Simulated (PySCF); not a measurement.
C6H5O (SMILES Oc1c[c]ccc1), doublet, geometry from GFN2-xTB; PySCF with M062X/STO-3G.

PySCF was given this input:
```python
from pyscf import gto, scf, dft

mol = gto.M(
    atom='''
O    -2.267451    0.049008   -0.044075
C    -0.908781    0.004792   -0.018629
C    -0.287787   -1.249453   -0.087082
C     1.070582   -1.276374   -0.060520
C     1.886388   -0.185690    0.027263
C     1.258750    1.055318    0.094719
C    -0.121378    1.146733    0.071889
H    -2.568753    0.963990    0.009024
H    -0.899647   -2.134512   -0.157271
H     2.961665   -0.263738    0.044608
H     1.856819    1.952416    0.165402
H    -0.597117    2.117824    0.124994
''',
    basis='sto-3g',
    charge=0,
    spin=1,
    verbose=4,
)

mf = dft.UKS(mol)
mf.xc = 'm062x'
mf.kernel()
mf.analyze()
```

Question: Write the output that PySCF gives for this input, abridged.

Answer: 
```
PySCF version 2.14.0

[INPUT] verbose = 4
[INPUT] num. atoms = 12
[INPUT] num. electrons = 49
[INPUT] charge = 0
[INPUT] spin (= nelec alpha-beta = 2S) = 1
[INPUT] symmetry False subgroup None
[INPUT] Mole.unit = angstrom
[INPUT] Symbol           X                Y                Z      unit          X                Y                Z       unit  Magmom
[INPUT]  1 O     -2.267451000000   0.049008000000  -0.044075000000 AA   -4.284861390871   0.092611697913  -0.083289678940 Bohr   0.0
[INPUT]  2 C     -0.908781000000   0.004792000000  -0.018629000000 AA   -1.717347197208   0.009055567589  -0.035203707975 Bohr   0.0
[INPUT]  3 C     -0.287787000000  -1.249453000000  -0.087082000000 AA   -0.543838612210  -2.361123975516  -0.164561130379 Bohr   0.0
[INPUT]  4 C      1.070582000000  -1.276374000000  -0.060520000000 AA    2.023106773889  -2.411997292516  -0.114366225059 Bohr   0.0
[INPUT]  5 C      1.886388000000  -0.185690000000   0.027263000000 AA    3.564756684666  -0.350903244070   0.051519603334 Bohr   0.0
[INPUT]  6 C      1.258750000000   1.055318000000   0.094719000000 AA    2.378692759296   1.994261994324   0.178992968793 Bohr   0.0
[INPUT]  7 C     -0.121378000000   1.146733000000   0.071889000000 AA   -0.229371177547   2.167011308001   0.135850521369 Bohr   0.0
[INPUT]  8 H     -2.568753000000   0.963990000000   0.009024000000 AA   -4.854239651655   1.821677086819   0.017052888548 Bohr   0.0
[INPUT]  9 H     -0.899647000000  -2.134512000000  -0.157271000000 AA   -1.700086438787  -4.033643089598  -0.297199117336 Bohr   0.0
[INPUT] 10 H      2.961665000000  -0.263738000000   0.044608000000 AA    5.596735722710  -0.498392588641   0.084296902965 Bohr   0.0
[INPUT] 11 H      1.856819000000   1.952416000000   0.165402000000 AA    3.508879372889   3.689531521219   0.312564480455 Bohr   0.0
[INPUT] 12 H     -0.597117000000   2.117824000000   0.124994000000 AA   -1.128387594322   4.002107340031   0.236204427214 Bohr   0.0

nuclear repulsion = 262.719710725417
number of shells = 26
number of NR pGTOs = 120
number of NR cGTOs = 40
basis = sto-3g
ecp = {}

******** <class 'pyscf.dft.uks.UKS'> ********
method = UKS
initial guess = minao
damping factor = 0
level_shift factor = 0
DIIS = <class 'pyscf.scf.diis.CDIIS'>
diis_start_cycle = 1
diis_space = 8
diis_damp = 0
SCF conv_tol = 1e-09
SCF conv_tol_grad = None
SCF max_cycles = 50
direct_scf = True
direct_scf_tol = 1e-13
number electrons alpha = 25  beta = 24
XC library pyscf.dft.libxc version 7.1.2
    S. Lehtola, C. Steigemann, M. J. T. Oliveira, and M. A. L. Marques,  SoftwareX 7, 1–5 (2018)
XC functionals = m062x
    Y. Zhao and D. G. Truhlar,  Theor. Chem. Acc. 120, 215 (2008)
    Y. Zhao and D. G. Truhlar,  Theor. Chem. Acc. 120, 215 (2008)
radial grids:
    Treutler-Ahlrichs [JCP 102, 346 (1995); DOI:10.1063/1.469408] (M4) radial grids

becke partition: Becke, JCP 88, 2547 (1988); DOI:10.1063/1.454033
pruning grids: <function nwchem_prune>
grids dens level: 3
symmetrized grids: False
atomic radii adjust function: <function treutler_atomic_radii_adjust>
small_rho_cutoff = 0
Set gradient conv threshold to 3.16228e-05
tot grids = 147832
init E= -304.729796468882

cycle= 1 E= -302.80015666795  delta_E= 1.93  |g|= 0.312  |ddm|= 3.55
cycle= 2 E= -302.842042915638  delta_E= -0.0419  |g|= 0.245  |ddm|= 0.715
cycle= 3 E= -302.876963097414  delta_E= -0.0349  |g|= 0.0336  |ddm|= 0.318
cycle= 4 E= -302.878304667945  delta_E= -0.00134  |g|= 0.0164  |ddm|= 0.0744
cycle= 5 E= -302.878610190547  delta_E= -0.000306  |g|= 0.0072  |ddm|= 0.0357
cycle= 6 E= -302.878698440481  delta_E= -8.82e-05  |g|= 0.00276  |ddm|= 0.0181
cycle= 7 E= -302.878727507211  delta_E= -2.91e-05  |g|= 0.00159  |ddm|= 0.0126
cycle= 8 E= -302.878736723346  delta_E= -9.22e-06  |g|= 0.0011  |ddm|= 0.00671
cycle= 9 E= -302.878743296093  delta_E= -6.57e-06  |g|= 0.000296  |ddm|= 0.00952
cycle= 10 E= -302.878743639371  delta_E= -3.43e-07  |g|= 0.000165  |ddm|= 0.00225
cycle= 11 E= -302.878743669063  delta_E= -2.97e-08  |g|= 5.51e-05  |ddm|= 0.000427
cycle= 12 E= -302.878743675193  delta_E= -6.13e-09  |g|= 1.27e-05  |ddm|= 0.000212
cycle= 13 E= -302.878743675387  delta_E= -1.94e-10  |g|= 6.68e-06  |ddm|= 3.31e-05
Extra cycle  E= -302.878743675414  delta_E= -2.69e-11  |g|= 5.46e-06  |ddm|= 1.6e-05
converged SCF energy = -302.878743675414  <S^2> = 0.76433702  2S+1 = 2.014286
**** SCF Summaries ****
Total Energy =                        -302.878743675414228
Nuclear Repulsion Energy =             262.719710725417201
One-electron Energy =                 -932.080282421775792
Two-electron Energy =                  366.481828020944363
Two-electron Coulomb Energy =          409.591153441710560
DFT Exchange-Correlation Energy =      -43.109325420766190
**** MO energy ****
                             alpha | beta                alpha | beta
MO #1   energy= -19.4305153964884  | -19.430335817993   occ= 1 | 1
MO #2   energy= -10.4392427626794  | -10.4385006315901  occ= 1 | 1
MO #3   energy= -10.3782342386744  | -10.377561980579   occ= 1 | 1
MO #4   energy= -10.3651035728357  | -10.3654254362594  occ= 1 | 1
MO #5   energy= -10.363787637275   | -10.3640777218208  occ= 1 | 1
MO #6   energy= -10.3628997184467  | -10.3632148457032  occ= 1 | 1
MO #7   energy= -10.3557354511332  | -10.3461658427263  occ= 1 | 1
MO #8   energy= -1.12914822641167  | -1.1280373414398   occ= 1 | 1
MO #9   energy= -0.910622725567426 | -0.902435278256715 occ= 1 | 1
MO #10  energy= -0.795019824643734 | -0.789184889716829 occ= 1 | 1
MO #11  energy= -0.782318293288809 | -0.772217393294708 occ= 1 | 1
MO #12  energy= -0.648079334573669 | -0.637123381332149 occ= 1 | 1
MO #13  energy= -0.638260685961105 | -0.632516903709368 occ= 1 | 1
MO #14  energy= -0.554717669738003 | -0.543912074665356 occ= 1 | 1
MO #15  energy= -0.525263784054521 | -0.518833785097278 occ= 1 | 1
MO #16  energy= -0.480618890351548 | -0.472679106612311 occ= 1 | 1
MO #17  energy= -0.454751171937194 | -0.449581210537585 occ= 1 | 1
MO #18  energy= -0.423734739420761 | -0.420388136523826 occ= 1 | 1
MO #19  energy= -0.413389128108235 | -0.398205937808088 occ= 1 | 1
MO #20  energy= -0.398495913810447 | -0.389600935471427 occ= 1 | 1
MO #21  energy= -0.336872002061236 | -0.328947330468155 occ= 1 | 1
MO #22  energy= -0.33144125573418  | -0.328482772873856 occ= 1 | 1
MO #23  energy= -0.252917422209176 | -0.242362120318901 occ= 1 | 1
MO #24  energy= -0.232151038625928 | -0.199709666417248 occ= 1 | 1
MO #25  energy= -0.197796015802994 | 0.108956159138099  occ= 1 | 0
MO #26  energy= 0.144168080904241  | 0.145049973391151  occ= 0 | 0
MO #27  energy= 0.153992871768491  | 0.17045612092213   occ= 0 | 0
MO #28  energy= 0.338161484384593  | 0.348594377134143  occ= 0 | 0
MO #29  energy= 0.379201077703858  | 0.383806922308292  occ= 0 | 0
MO #30  energy= 0.422799355615248  | 0.423677195751128  occ= 0 | 0
MO #31  energy= 0.490492795574534  | 0.494131091207056  occ= 0 | 0
MO #32  energy= 0.502503711305234  | 0.509003078696529  occ= 0 | 0
MO #33  energy= 0.525198028886689  | 0.525933846132709  occ= 0 | 0

To work with the spin densities directly, `use mulliken_meta_spin()` only printing them here.

 ** Mulliken spin pop alpha/beta on meta-lowdin orthogonal AOs **
 ** Mulliken Spin Density (per AO)  **
spin_pop of  0 O 1s        0.00000
spin_pop of  0 O 2s        0.00134
spin_pop of  0 O 2px       0.00033
spin_pop of  0 O 2py      -0.00036
spin_pop of  0 O 2pz       0.00652
spin_pop of  1 C 1s        0.00000
spin_pop of  1 C 2s        0.01108
spin_pop of  1 C 2px       0.00245
spin_pop of  1 C 2py       0.02261
spin_pop of  1 C 2pz       0.02581
spin_pop of  2 C 1s        0.00000
spin_pop of  2 C 2s       -0.00633
spin_pop of  2 C 2px      -0.00744
spin_pop of  2 C 2py      -0.01142
spin_pop of  2 C 2pz      -0.06199
spin_pop of  3 C 1s        0.00000
spin_pop of  3 C 2s        0.17564
spin_pop of  3 C 2px       0.15615
spin_pop of  3 C 2py       0.60085
spin_pop of  3 C 2pz       0.10095
spin_pop of  4 C 1s        0.00000
spin_pop of  4 C 2s       -0.00637
spin_pop of  4 C 2px      -0.00836
spin_pop of  4 C 2py      -0.00687
spin_pop of  4 C 2pz      -0.05644
spin_pop of  5 C 1s        0.00000
spin_pop of  5 C 2s        0.00955
spin_pop of  5 C 2px       0.00775
spin_pop of  5 C 2py       0.01822
spin_pop of  5 C 2pz       0.03099
spin_pop of  6 C 1s        0.00000
spin_pop of  6 C 2s       -0.00276
spin_pop of  6 C 2px      -0.00321
spin_pop of  6 C 2py      -0.00288
spin_pop of  6 C 2pz      -0.04394
spin_pop of  7 H 1s        0.00231
spin_pop of  8 H 1s        0.02153
spin_pop of  9 H 1s        0.01858
spin_pop of  10 H 1s        0.00320
spin_pop of  11 H 1s        0.00248
 ** Mulliken Spin Density (per atom)  **
spin density of  0 O =      0.00784
spin density of  1 C =      0.06195
spin density of  2 C =     -0.08719
spin density of  3 C =      1.03359
spin density of  4 C =     -0.07804
spin density of  5 C =      0.06652
spin density of  6 C =     -0.05278
spin density of  7 H =      0.00231
spin density of  8 H =      0.02153
spin density of  9 H =      0.01858
spin density of  10 H =      0.00320
spin density of  11 H =      0.00248
 ** Mulliken pop alpha/beta on meta-lowdin orthogonal AOs **
 ** Mulliken pop       alpha | beta **
pop of  0 O 1s        0.99994 | 0.99994
pop of  0 O 2s        0.83642 | 0.83508
pop of  0 O 2px       0.63113 | 0.63080
pop of  0 O 2py       0.69018 | 0.69054
pop of  0 O 2pz       0.92264 | 0.91611
pop of  1 C 1s        0.99989 | 0.99989
pop of  1 C 2s        0.51868 | 0.50760
pop of  1 C 2px       0.42618 | 0.42373
pop of  1 C 2py       0.52576 | 0.50316
pop of  1 C 2pz       0.51440 | 0.48860
pop of  2 C 1s        0.99987 | 0.99986
pop of  2 C 2s        0.50158 | 0.50791
pop of  2 C 2px       0.50318 | 0.51063
pop of  2 C 2py       0.49509 | 0.50652
pop of  2 C 2pz       0.50747 | 0.56946
pop of  3 C 1s        0.99990 | 0.99990
pop of  3 C 2s        0.65440 | 0.47876
pop of  3 C 2px       0.56749 | 0.41134
pop of  3 C 2py       0.76200 | 0.16115
pop of  3 C 2pz       0.52162 | 0.42066
pop of  4 C 1s        0.99987 | 0.99986
pop of  4 C 2s        0.50125 | 0.50763
pop of  4 C 2px       0.50737 | 0.51572
pop of  4 C 2py       0.49453 | 0.50140
pop of  4 C 2pz       0.50179 | 0.55823
pop of  5 C 1s        0.99987 | 0.99987
pop of  5 C 2s        0.51554 | 0.50599
pop of  5 C 2px       0.50868 | 0.50093
pop of  5 C 2py       0.51541 | 0.49719
pop of  5 C 2pz       0.51013 | 0.47915
pop of  6 C 1s        0.99987 | 0.99987
pop of  6 C 2s        0.50562 | 0.50838
pop of  6 C 2px       0.50290 | 0.50610
pop of  6 C 2py       0.49721 | 0.50009
pop of  6 C 2pz       0.52169 | 0.56563
pop of  7 H 1s        0.41712 | 0.41481
pop of  8 H 1s        0.48152 | 0.45999
pop of  9 H 1s        0.48361 | 0.46503
pop of  10 H 1s        0.47703 | 0.47383
pop of  11 H 1s        0.48116 | 0.47868
In total            25.00000 | 24.00000
 ** Mulliken atomic charges   ( Nelec_alpha | Nelec_beta ) **
charge of  0O =     -0.15278  (     4.08031      4.07247 )
charge of  1C =      0.09211  (     2.98492      2.92297 )
charge of  2C =     -0.10157  (     3.00719      3.09438 )
charge of  3C =      0.02277  (     3.50541      2.47182 )
charge of  4C =     -0.08764  (     3.00480      3.08284 )
charge of  5C =     -0.03276  (     3.04964      2.98312 )
charge of  6C =     -0.10735  (     3.02728      3.08006 )
charge of  7H =      0.16806  (     0.41712      0.41481 )
charge of  8H =      0.05849  (     0.48152      0.45999 )
charge of  9H =      0.05136  (     0.48361      0.46503 )
charge of  10H =      0.04914  (     0.47703      0.47383 )
charge of  11H =      0.04017  (     0.48116      0.47868 )
Dipole moment(X, Y, Z, Debye): -0.47382,  1.58552,  0.09302
```
